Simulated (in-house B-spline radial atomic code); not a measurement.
RPA and G0W0 for Se⁺, [Ar] 3d10 4s2 4p3, highest spin, as one setting changes: the highest l of the empty states. Start: r2SCAN. A dash marks a level of low quasi-particle weight. Computed with a B-spline radial code for spherical atoms: all electrons, scalar-relativistic (spin-free one-electron X2C), finite nucleus, each spin shell either full or empty, empty states to the listed l with an (l + 1/2)⁻⁴ tail; G0W0 by contour deformation at full frequency.

```tsv
highest l of the empty states	RPA summed (Eh)	RPA extrapolated (Eh)	G0W0 level (eV)
4	-2.121	-2.4107	4p up -21.478
5	-2.247	-2.4226	4p up -21.474
6	-2.3082	-2.4133	4p up -21.467
7	?	?	?
8	-2.3581	-2.4001	4p up -21.458
9	-2.3686	-2.3969	4p up -21.457
10	?	?	?
11	-2.3795	-2.394	4p up -21.455
```

Q: What belongs in the row for 7?

A: RPA summed (Eh): -2.3404; RPA extrapolated (Eh): -2.4062; G0W0 level (eV): 4p up -21.461.

Q: What belongs in the row for 10?

A: RPA summed (Eh): -2.3752; RPA extrapolated (Eh): -2.3952; G0W0 level (eV): 4p up -21.456.
